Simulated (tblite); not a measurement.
C₄H₁₃ClGeSi.
Numbering: `[CH3:1][C@:2]([SiH3:3])([GeH3:4])[CH2:5][CH2:6][Cl:7]` (hydrogens: H8, H9, H10 on C1; H11, H12, H13 on Si3; H14, H15, H16 on Ge4; H17, H18 on C5; H19, H20 on C6)

Computed with GFN2-xTB (tblite), gas phase: L-BFGS steps from a force-field or distance-geometry start until the largest atomic force falls under 0.01 eV/Å.

Step 0: E = -636.1230 eV
```
atom  x, y, z in Å  |  force x, y, z in eV/Å
C1     -0.5259    0.3581   -1.5415   -0.185   0.271  -0.331
C2     -0.3776   -0.0801   -0.0896    0.942  -0.275  -0.085
Si3    -1.6777   -1.3831    0.3070   -0.799  -0.426   0.095
Ge4    -0.7149    1.4437    1.1001   -0.152   0.424   0.608
C5      1.0193   -0.7087    0.2004   -0.086  -0.196  -0.443
C6      2.2032    0.2065   -0.1391   -0.431   0.364   0.120
Cl7     3.7337   -0.5909    0.3152   -0.092   0.098  -0.044
H8     -1.5713    0.6965   -1.7320    0.694  -0.268   0.089
H9      0.1366    1.2158   -1.7673   -0.264  -0.422  -0.003
H10    -0.2961   -0.4745   -2.2290   -0.092   0.421   0.216
H11    -1.5699   -1.8032    1.7056    0.040   0.002  -0.006
H12    -1.5033   -2.5473   -0.5725    0.032   0.093   0.029
H13    -3.0288   -0.8081    0.0885    0.297  -0.115   0.016
H14     0.1910    2.6345    0.7160   -0.388  -0.242   0.219
H15    -0.4351    1.0271    2.5761   -0.137   0.328  -0.644
H16    -2.1987    1.8712    0.9842    0.636  -0.034   0.107
H17     1.0860   -0.9890    1.2699   -0.074   0.131  -0.457
H18     1.1291   -1.6449   -0.4046   -0.058   0.574   0.435
H19     2.1415    1.1655    0.4279    0.088  -0.621  -0.311
H20     2.2538    0.4214   -1.2183    0.029  -0.107   0.391
```

Step 1: E = -636.1966 eV
```
atom  x, y, z in Å  |  force x, y, z in eV/Å
C1     -0.5286    0.3620   -1.5462    0.097  -0.003   0.028
C2     -0.3641   -0.0841   -0.0908    0.244  -0.158  -0.041
Si3    -1.6892   -1.3892    0.3084   -0.331  -0.182   0.043
Ge4    -0.7171    1.4498    1.1088   -0.031   0.169   0.316
C5      1.0181   -0.7115    0.1941    0.048   0.093  -0.148
C6      2.1970    0.2117   -0.1374   -0.252  -0.058  -0.009
Cl7     3.7324   -0.5895    0.3146   -0.117   0.114  -0.041
H8     -1.5614    0.6927   -1.7308    0.320  -0.142   0.050
H9      0.1328    1.2098   -1.7674   -0.121  -0.203  -0.068
H10    -0.2974   -0.4685   -2.2260   -0.060   0.283   0.077
H11    -1.5693   -1.8031    1.7055    0.024  -0.019   0.031
H12    -1.5028   -2.5459   -0.5721    0.018   0.029  -0.004
H13    -3.0246   -0.8097    0.0887    0.124  -0.048  -0.009
H14     0.1855    2.6311    0.7191   -0.348  -0.174   0.218
H15    -0.4371    1.0318    2.5669   -0.116   0.301  -0.488
H16    -2.1896    1.8707    0.9857    0.525  -0.006   0.105
H17     1.0849   -0.9871    1.2634   -0.074   0.104  -0.391
H18     1.1283   -1.6367   -0.3984    0.002   0.242   0.183
H19     2.1428    1.1566    0.4235    0.028  -0.287  -0.102
H20     2.2542    0.4199   -1.2127    0.018  -0.055   0.249
```

Question: Estimate the geometry and energy of step 2. (The exact step hangs on the optimiser's Hessian estimate; all steps are aligned on step 1, rigid shifts and turns removed.)

Answer: E = -636.2365 eV, largest force 0.346 eV/Å
```
atom  x, y, z in Å  |  force x, y, z in eV/Å
C1     -0.5266    0.3629   -1.5466    0.166  -0.132   0.258
C2     -0.3542   -0.0893   -0.0922   -0.288   0.016   0.077
Si3    -1.7010   -1.3957    0.3099    0.115  -0.015   0.017
Ge4    -0.7185    1.4559    1.1195    0.089  -0.100  -0.076
C5      1.0191   -0.7097    0.1885    0.000   0.159   0.005
C6      2.1887    0.2113   -0.1372    0.013  -0.201  -0.030
Cl7     3.7289   -0.5860    0.3133   -0.091   0.081  -0.024
H8     -1.5503    0.6879   -1.7291    0.007  -0.036   0.033
H9      0.1286    1.2028   -1.7692    0.062   0.032  -0.099
H10    -0.2993   -0.4593   -2.2231    0.014   0.043  -0.094
H11    -1.5685   -1.8036    1.7064    0.008  -0.034   0.054
H12    -1.5022   -2.5448   -0.5721    0.004  -0.032  -0.033
H13    -3.0201   -0.8114    0.0885   -0.069   0.029  -0.036
H14     0.1747    2.6255    0.7258   -0.263  -0.066   0.196
H15    -0.4407    1.0411    2.5514   -0.067   0.230  -0.208
H16    -2.1731    1.8704    0.9889    0.330   0.041   0.096
H17     1.0827   -0.9838    1.2511   -0.050   0.055  -0.156
H18     1.1281   -1.6281   -0.3919    0.050  -0.057  -0.051
H19     2.1438    1.1467    0.4197   -0.030  -0.011   0.066
H20     2.2548    0.4180   -1.2046    0.002  -0.004   0.007
```

The energy changes by -0.0399 eV. The first-order estimate −F·Δx gives -0.0671 eV and the mean of the old and new forces, exact on a quadratic surface, -0.0396 eV. The step makes an angle of 5° with the force vector and moves no atom by more than 0.018 Å.

What follows is the cost of the whole relaxation. Hardware: one thread, Arm Neoverse N1 (aarch64), shared host. Cost: 1.1 s wall.
